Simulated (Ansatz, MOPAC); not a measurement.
Donor–acceptor adduct: GaH3 (SMILES [GaH3]) (first 4 atoms) with H2O (SMILES O); geometry from B3LYP-D3(BJ)/def2-TZVP, rigid monomers moved along the line of their centres of mass till Ga1···O5 is 2.56 Å.
(charge 0, multiplicity 1):
```
atom    x (Å)    y (Å)    z (Å)
----  -------  -------  -------
Ga     0.3967  -0.3761   0.6852
H      1.8829  -0.0976   1.1226
H     -0.2292  -1.8111   0.8526
H     -0.2872   0.6261  -0.3304
O     -0.6877   0.6157   2.7812
H     -1.6495   0.5433   2.7427
H     -0.4830   1.5546   2.8720
```

Counterpoise-corrected where a basis set is named; no monomer relaxation.

The state that AM1, PM3, PM7 reach isn't checked; PM7 holds dispersion and hydrogen-bond terms.

Programs: Ansatz (Gaussian basis) for Hartree–Fock, density functionals and correlated methods; MOPAC for AM1, PM3, PM7 (differences of heats of formation). 

One of these levels gives -3.34 kcal/mol for the interaction energy. Which?
A) PBE0/def2-TZVPPD
B) AM1
C) PM3
D) PM7

D, PM7. The others give -18.00 (AM1), -33.35 (PM3), -11.59 (PBE0/def2-TZVPPD)

Ansatz is a quantum-chemistry and plane-wave program.
